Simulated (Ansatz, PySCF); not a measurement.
AuCl₄, SMILES [Au-]([Cl])([Cl])([Cl])[Cl], charge -1, multiplicity 1. Atoms are numbered in the order given.

```xyz
5

Au     0.0000     0.0000    -0.0115
Cl     1.6459    -1.6459    -0.0115
Cl     1.6459     1.6459    -0.0115
Cl    -1.6459     1.6459    -0.0115
Cl    -1.6459    -1.6459    -0.0115
```
Charge -1, spin multiplicity 1.

Coordinates come from a PBE0-D3(BJ)/def2-SVPD optimisation. The spin state was assumed, not searched. The isomer is the one that the SMILES or the coordinates give; other isomers of the formula were not compared. The def2 effective core potentials stand for the cores of Au; spin–orbit coupling is left out.

Two levels are set side by side: PBE-D3(BJ)/def2-SVPD (Ansatz, a first-principles code) and PBE0-D3(BJ)/def2-SVPD (Ansatz). Each level has its own optimised geometry; the coordinates shown are those of the second. Frequencies come from the Hessian of PySCF at each geometry. Differences are taken from unrounded values.

```tsv
quantity	PBE0-D3(BJ)	PBE-D3(BJ)	PBE-D3(BJ) minus PBE0-D3(BJ)
mean bond length (Å)	2.328	2.357	0.029
bond Au1–Cl2 (Å)	2.328	2.357	0.029
bond Au1–Cl3 (Å)	2.328	2.357	0.029
bond Au1–Cl4 (Å)	2.328	2.357	0.029
bond Au1–Cl5 (Å)	2.328	2.357	0.029
highest harmonic wavenumber (cm⁻¹)	338	318	-21
mean harmonic wavenumber (cm⁻¹)	217	202	-14
zero-point energy (kcal/mol)	2.79	2.60	-0.18
```

Exact exchange shortens and stiffens bonds; PBE has none. Differences between two approximate levels are no errors against the true value.
